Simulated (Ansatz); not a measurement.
Ansatz (an electronic-structure program) job for diantimony (Sb₂), SMILES [Sb]#[Sb], PBE0/def2-TZVPD. Coordinates come from a B3LYP-D3(BJ)/def2-TZVP optimisation. The def2 effective core potentials stand for the cores of Sb; spin–orbit coupling is left out.

Ansatz 0.2 input:
```yaml
crystal:
  periodic: [false, false, false]
  atoms:
    - {symbol: Sb, position_ang: [0.00000000, 0.00000000, -1.24397196]}
    - {symbol: Sb, position_ang: [0.00000000, 0.00000000, 1.24397196]}
basis:
  gaussian:
    orbitals: def2-TZVPD
hamiltonian:
  xc: {name: PBE0}
```

Program output:

```
Functional definition: PBE0
integrals: 0.04 GiB planned
966 factors; their error is unknown
mean field: 0.38 GiB planned
mean field evaluation 1: about -13075.6486 eV, gradient 1.2e1 eV
mean field evaluation 2: about -13075.6293 eV, gradient 1.4e1 eV
mean field evaluation 4: about -13075.9660 eV, gradient 4.1e-2 eV
mean field evaluation 8: about -13076.3119 eV, gradient 7.3e-3 eV
mean field -13076.31186413 eV, -480.5455975642 hartree, gradient 1.9e-5 eV, S^2 0.000000; 0 other end points of the search recorded, 0 dependent functions left out
reference -13076.31188503 eV, -480.5455983323 hartree; 23, 23 occupied and 89, 89 virtual orbitals, 966 factors
Total energy: -13076.31188503 eV, -480.5455983323 hartree
```

The run converged.

Cost: around 2.9 core-seconds (rough).
